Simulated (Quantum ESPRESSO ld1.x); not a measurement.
Isoelectronic series with 13 electrons, all held in the configuration [Ne] 3s2 3p1, which need not be the ground one along the series. Calculated with ld1.x of Quantum ESPRESSO 7.5: scalar-relativistic Kohn-Sham, LDA (Slater exchange, Perdew-Zunger correlation), spin-polarised, spherical densities, point nucleus; open shells are filled with parallel spins first. Total energies (hartree) and orbital eigenvalues (eV) (* marks an orbital that is empty in some or all of the ions):

ion    E (hartree)   3p down*      3p up    3s down      3s up
Al       -241.7688     -2.450     -3.001     -7.467     -8.066
S3+      -395.3291    -39.688    -40.992    -51.522    -52.886
K6+      -588.6271   -106.662   -108.626   -125.246   -127.267
Ti9+     -821.8246   -201.780   -204.385   -227.288   -229.941
Mn12+   -1095.2086   -324.714   -327.954   -357.472   -360.749
Ni15+   -1409.1404   -475.413   -479.285   -515.894   -519.793
Ga18+   -1764.0475   -653.930   -658.436   -702.777   -707.298
Se21+   -2160.4219   -860.382   -865.524   -918.424   -923.570
Rb24+   -2598.8228  -1094.923  -1100.703  -1163.207  -1168.981
Zr27+   -3079.8794  -1357.741  -1364.163  -1437.561  -1443.968
Tc30+   -3604.2954  -1649.051  -1656.119  -1741.986  -1749.032
Pd33+   -4172.8545  -1969.095  -1976.813  -2077.048  -2084.739
In36+   -4786.4268  -2318.143  -2326.514  -2443.386  -2451.728
Te39+   -5445.9761  -2696.487  -2705.517  -2841.714  -2850.714
Cs42+    -6152.569  -3104.449  -3114.143  -3272.832  -3282.498
